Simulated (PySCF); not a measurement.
**Electron correlation in Be (beryllium, neutral)**

[He] 2s1 3d1, 2s spin antiparallel (an excited configuration). All numbers are calculated (PySCF 2.14, no relativity, point nucleus, in dyall-acv3z). Frozen: 1s2; 2 electrons correlated; the 10 highest virtual orbitals of each spin left out.

Total MP2 correlation energy: -7.43 mhartree.

Same-spin part 0.00 and opposite-spin part -7.43 mhartree; SCS-MP2 scales them by 1/3 and 6/5 to -8.92 mhartree.
